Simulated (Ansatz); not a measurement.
`[CH3][AlH][CH2]F` → `F[CH2][AlH2]` + `[CH2]` (triplet) at 600 K and 1 bar (formal loss of a carbene).

Isolated molecules relaxed with PBE0-D4/def2-TZVP in Ansatz; ΔE leaves out vibrations. CCSD(T)/CBS is the MP2 limit (def2-TZVPP, def2-QZVPP) plus CCSD(T) − MP2 in def2-TZVPP, frozen cores. This one scheme is used for every species. Triplets are unrestricted, without spin–orbit coupling. One conformer a species, not always the lowest.

| species | CCSD(T)/CBS energy (Eh) | H − E (kJ/mol) | S (J/(mol·K)) |
| --- | --- | --- | --- |
| `[CH3][AlH][CH2]F` | -421.50169 | 244.0 | 431.9 |
| `F[CH2][AlH2]` | -382.22364 | 152.3 | 354.7 |
| `[CH2]` (triplet) | -39.09499 | 66.5 | 220.8 |

H − E and S are ideal-gas, rigid-rotor, harmonic terms from PBE0-D4/def2-TZVP, for one conformer and one mirror image of each species, with the whole ground term of open shells counted as degenerate. 1 Eh = 2625.50 kJ/mol, R = 8.31446 J/(mol·K).

Q: By hand: ΔE, ΔH, ΔS and ΔG.

A: ΔE = (-382.22364) + (-39.09499) − (-421.50169) = 0.18306 Eh = 480.6 kJ/mol. Δ(H − E) = 152.3 + 66.5 − 244.0 = -25.2, so ΔH = 455.4 kJ/mol. ΔS = 354.7 + 220.8 − 431.9 = 143.6 J/(mol·K). ΔG = 455.4 − 600 × (143.6)/1000 = 369.2 kJ/mol.

Q: By hand: the equilibrium constant, and the temperature at which ΔG would vanish if ΔH and ΔS stayed fixed.

A: log₁₀ K = −ΔG/(RT ln 10) = -32.1. ΔG = 0 at ΔH/ΔS = 3171 K, far beyond where these terms or the molecules hold.

The number of gas molecules changes by +1, which sets the sign of ΔS. A doubt of 5 kJ/mol in ΔE shifts log₁₀ K by 0.4 here. Other conformers and mirror images would add mixing entropy, several J/(mol·K) or more a flexible species. Modes under 60 cm⁻¹, often nearly free rotors, make the harmonic entropy too high. A triplet takes part, so the spin changes. These are equilibria of isolated gas molecules and say nothing of rates. Largest T1 diagnostic: 0.011 (customary marks: 0.02 for closed shells, 0.045 for open ones).
